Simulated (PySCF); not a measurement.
# M06 on Sn²⁺ (tin, charge +2)

Configuration: [Kr] 4d9 5s2 5p1, one real determinant (an excited configuration). Computed with PySCF 2.14 in x2c-TZVPPall (8s6p4d2f, 60 functions), with scalar relativity by spin-free X2C-1e.

| Item | Value |
| --- | --- |
| Total energy | -6174.80 hartree |
| One-electron energy | -8444.09 hartree |
| Hartree (Coulomb) energy | 2435.20 hartree |
| Exchange-correlation energy | -165.91 hartree |
| ⟨S²⟩ | 2.0014 |
| ⟨L²⟩ | 8.005 |
| Sum of ⟨r⟩ | 30.08 bohr |
| Sum of ⟨r²⟩ | 38.58 bohr² |
| Traceless quadrupole moment −½Σ⟨3z² − r²⟩ along its main axis | -2.55 e·bohr² |
| Langevin diamagnetic susceptibility | -30.6 ×10⁻⁶ cm³/mol |

```csv
shell,electrons,mean orbital energy (eV),spread (eV),"rms radius, mean of both spins (bohr)"
1s α,1,-29083.1,0,0.0333
1s β,1,-29083.1,0,0.0333
2s α,1,-4445.5,0,0.136
2s β,1,-4445.1,0,0.136
2p α,3,-3992.2,0.486,0.121
2p β,3,-3991.9,0.114,0.121
3s α,1,-892.11,0,0.362
3s β,1,-891.92,0,0.362
3p α,3,-742.29,0.891,0.363
3p β,3,-742.07,0.673,0.363
3d α,5,-511.67,1.014,0.342
3d β,5,-511.30,0.428,0.342
4s α,1,-167.38,0,0.866
4s β,1,-165.79,0,0.866
4p α,3,-121.18,1.467,0.937
4p β,3,-119.46,0.521,0.937
4d α,5,-53.159,1.470,1.15
4d β,4,-51.984,0.066,1.15
5s α,1,-30.416,0,2.28
5s β,1,-29.678,0,2.28
5p α,1,-21.378,0,2.68
```

⟨L²⟩ = 8.01 against 12 for a pure F term, so this real determinant mixes terms.

Densities and radii are taken from the X2C orbitals without a picture-change correction, which distorts them close to the nucleus.
